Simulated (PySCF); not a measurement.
FH7OSi3, SMILES O[Si@@H](F)[SiH2][SiH3]. Coordinates come from a PBE-D3(BJ)/def2-SVP optimisation. The structure was generated by enumeration; whether it is a known compound was not checked. The values are those of a single conformer.

Computed equilibrium geometry at PBE-D3(BJ)/def2-SVP (PySCF confirms it by a frequency run) as a Z-matrix (one conformer of several):
```
Si
H 1 1.5059
H 1 1.5078 2 108.55
Si 1 2.3432 2 110.33 3 -120.52
F 4 1.6454 1 109.18 2 -34.01
O 4 1.6749 5 109.77 1 112.41
H 6 0.9739 4 116.80 5 69.20
H 4 1.5056 5 105.24 6 119.88
Si 1 2.3525 2 111.76 3 121.99
H 9 1.5030 1 109.30 2 -173.07
H 9 1.5039 10 109.35 1 119.75
H 9 1.5061 10 108.96 11 118.76
```
Charge 0, spin multiplicity 1.
